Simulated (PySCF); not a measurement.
F$_{3}$Ti (SMILES [F][Ti]([F])[F]), doublet, geometry from GFN2-xTB (such geometries of metal compounds can be far from the true shape); HF/STO-3G run with PySCF.

Here is a job for PySCF.
```python
from pyscf import gto, scf

mol = gto.M(
    atom='''
Ti    0.00000000   -0.00000000   -0.00000000
F    -1.44890707   -0.87306393    0.07165357
F     0.02042256    1.55241999   -0.67548625
F     1.42848452   -0.67935606    0.60383267
''',
    basis='sto-3g',
    spin=1,
    verbose=4,
)

mf = scf.UHF(mol)
mf.kernel()
mf.analyze()
```

**Question.** Write the output that PySCF gives for this input, abridged.

**Answer.** 
```
PySCF version 2.14.0

[INPUT] verbose = 4
[INPUT] num. atoms = 4
[INPUT] num. electrons = 49
[INPUT] charge = 0
[INPUT] spin (= nelec alpha-beta = 2S) = 1
[INPUT] symmetry False subgroup None
[INPUT] Mole.unit = angstrom
[INPUT] Symbol           X                Y                Z      unit          X                Y                Z       unit  Magmom
[...]
nuclear repulsion = 229.498971066065
number of shells = 17
number of NR pGTOs = 99
number of NR cGTOs = 33
basis = sto-3g
ecp = {}

******** <class 'pyscf.scf.uhf.UHF'> ********
method = UHF
initial guess = minao
damping factor = 0
level_shift factor = 0
DIIS = <class 'pyscf.scf.diis.CDIIS'>
diis_start_cycle = 1
diis_space = 8
diis_damp = 0
SCF conv_tol = 1e-09
SCF conv_tol_grad = None
SCF max_cycles = 50
direct_scf = True
direct_scf_tol = 1e-13
number electrons alpha = 25  beta = 24
Set gradient conv threshold to 3.16228e-05
init E= -1132.71172525756

cycle= 1 E= -1133.9739899734  delta_E= -1.26  |g|= 0.506  |ddm|= 2.05
cycle= 2 E= -1134.12421405226  delta_E= -0.15  |g|= 0.33  |ddm|= 1.12
cycle= 3 E= -1134.18814730599  delta_E= -0.0639  |g|= 0.0326  |ddm|= 0.35
cycle= 4 E= -1134.19054500502  delta_E= -0.0024  |g|= 0.00931  |ddm|= 0.152
cycle= 5 E= -1134.19074930214  delta_E= -0.000204  |g|= 0.00231  |ddm|= 0.0479
cycle= 6 E= -1134.19075958964  delta_E= -1.03e-05  |g|= 0.000918  |ddm|= 0.00708
cycle= 7 E= -1134.19076162537  delta_E= -2.04e-06  |g|= 0.000207  |ddm|= 0.00365
cycle= 8 E= -1134.19076173919  delta_E= -1.14e-07  |g|= 6.68e-05  |ddm|= 0.000828
cycle= 9 E= -1134.19076175088  delta_E= -1.17e-08  |g|= 1.12e-05  |ddm|= 0.000284
cycle= 10 E= -1134.19076175117  delta_E= -2.86e-10  |g|= 2.73e-06  |ddm|= 3.81e-05
Extra cycle  E= -1134.19076175118  delta_E= -1.09e-11  |g|= 1.42e-06  |ddm|= 5.27e-06
converged SCF energy = -1134.19076175118  <S^2> = 0.75899891  2S+1 = 2.0089788
**** SCF Summaries ****
Total Energy =                       -1134.190761751181299
Nuclear Repulsion Energy =             229.498971066065394
One-electron Energy =                -2022.823994119467898
Two-electron Energy =                  659.134261302221034
Two-electron Coulomb Energy =          730.795192488082080
DFT Exchange-Correlation Energy =      -71.660931185861045
**** MO energy ****
                             alpha | beta                alpha | beta
[...]
To work with the spin densities directly, `use mulliken_meta_spin()` only printing them here.

 ** Mulliken spin pop alpha/beta on meta-lowdin orthogonal AOs **
 ** Mulliken Spin Density (per AO)  **
spin_pop of  0 Ti 1s        0.00000
spin_pop of  0 Ti 2s        0.00001
spin_pop of  0 Ti 3s        0.00018
spin_pop of  0 Ti 4s        0.43940
spin_pop of  0 Ti 2px      -0.00000
spin_pop of  0 Ti 2py      -0.00000
spin_pop of  0 Ti 2pz      -0.00000
spin_pop of  0 Ti 3px      -0.00005
spin_pop of  0 Ti 3py       0.00008
spin_pop of  0 Ti 3pz       0.00084
spin_pop of  0 Ti 4px       0.00618
spin_pop of  0 Ti 4py       0.00964
spin_pop of  0 Ti 4pz       0.02881
spin_pop of  0 Ti 3dxy      0.02079
spin_pop of  0 Ti 3dyz      0.22366
spin_pop of  0 Ti 3dz^2     0.29634
spin_pop of  0 Ti 3dxz      0.06963
spin_pop of  0 Ti 3dx2-y2    0.01713
spin_pop of  1 F 1s        0.00000
spin_pop of  1 F 2s        0.00193
spin_pop of  1 F 2px      -0.00656
spin_pop of  1 F 2py      -0.00928
spin_pop of  1 F 2pz      -0.02364
spin_pop of  2 F 1s        0.00000
spin_pop of  2 F 2s        0.00193
spin_pop of  2 F 2px      -0.00679
spin_pop of  2 F 2py      -0.00910
spin_pop of  2 F 2pz      -0.02359
spin_pop of  3 F 1s        0.00000
spin_pop of  3 F 2s        0.00193
spin_pop of  3 F 2px      -0.00656
spin_pop of  3 F 2py      -0.00931
spin_pop of  3 F 2pz      -0.02360
 ** Mulliken Spin Density (per atom)  **
spin density of  0 Ti =      1.11265
spin density of  1 F =     -0.03755
spin density of  2 F =     -0.03755
spin density of  3 F =     -0.03755
 ** Mulliken pop alpha/beta on meta-lowdin orthogonal AOs **
 ** Mulliken pop       alpha | beta **
[...]
In total            25.00000 | 24.00000
 ** Mulliken atomic charges   ( Nelec_alpha | Nelec_beta ) **
charge of  0Ti =      0.84087  (    11.13589     10.02324 )
charge of  1F =     -0.28029  (     4.62137      4.65892 )
charge of  2F =     -0.28029  (     4.62137      4.65892 )
charge of  3F =     -0.28029  (     4.62137      4.65892 )
Dipole moment(X, Y, Z, Debye): -0.00000, -0.00000,  0.00000
```
